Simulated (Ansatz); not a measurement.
Ansatz (a first-principles code) input:
A basis named .json is the Basis Set Exchange file of that set.

Ansatz 0.2 input:
```yaml
crystal:
  periodic: [false, false, false]
  atoms:
    - {symbol: C, position_ang: [-2.49052906, -0.32882141, -0.63501696]}
    - {symbol: C, position_ang: [-1.57649386, 0.05827846, 0.32874050]}
    - {symbol: B, position_ang: [-0.10296955, 0.03178018, 0.09819432]}
    - {symbol: Cl, position_ang: [1.05169097, 0.55660780, 1.41391280]}
    - {symbol: Cl, position_ang: [0.73085969, -0.48228732, -1.40105533]}
    - {symbol: H, position_ang: [-3.51428916, -0.21176962, -0.20429963]}
    - {symbol: H, position_ang: [-1.87208680, 0.41267832, 1.33240981]}
basis:
  gaussian:
    orbitals: aug-cc-pV_T+d_Z.json
    fitting: {mean_field: def2-universal-jkfit, correlation: aug-cc-pVTZ-RIFIT.json}
total_charge: -1
magnetization: {spin_polarized: false}
correlation: {method: mp2, electrons: outside_noble_gas}
```

**Question.** Which total energy does the run end on?

**Answer.** -1021.49385 Eh (RI-MP2/aug-cc-pV(T+d)Z). The basis has 294 functions.

It need not be the lowest isomer of its formula. Whether it binds its extra electron was not tested at this geometry.
